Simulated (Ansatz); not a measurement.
C2H6Al2O, relaxed with RKS PBE0-D4/def2-TZVP in Ansatz from a PBE-D4/def2-SVP geometry. The force threshold is 0.005 eV/Å; the program also tests the step.

The species carries charge 0 and has multiplicity 1. The bonds changed during the relaxation, so this is another structure than the one it started from.

Start:

```xyz
11

C     0.869    1.708   -0.757
Al    0.132   -0.111   -0.945
C    -1.557   -0.375    0.082
O    -2.224   -0.826    0.966
Al   -0.088   -1.604    1.304
H     0.460    2.380   -1.539
H     1.972    1.684   -0.878
H     0.649    2.151    0.236
H    -0.026   -0.999   -2.267
H    -0.390   -3.160    1.118
H     0.203   -0.848    2.680
```

Task: By how much does the energy fall, and how many steps does the optimiser take? (An estimate is asked.)

Result: Ansatz gave: 0.07 eV, in 12 steps.

Task: Which bonds change most? (Best estimate.)

Result: Ansatz gave: O4–Al5 from 2.299 to 2.014 Å; C3–Al5 from 2.272 to 2.134 Å; Al2–Al5 from 2.708 to 2.844 Å; Al2–C3 from 1.994 to 1.934 Å.

Task: Give the relaxed structure. (Best estimate.)

Result: The calculation gave: 
```xyz
11

C     0.859    1.700   -0.756
Al    0.052   -0.058   -1.017
C    -1.500   -0.400    0.085
O    -2.115   -0.869    1.012
Al   -0.265   -1.585    1.361
H     0.527    2.399   -1.529
H     1.949    1.634   -0.816
H     0.603    2.121    0.218
H    -0.006   -1.003   -2.284
H    -0.354   -3.135    1.095
H     0.251   -0.804    2.631
```
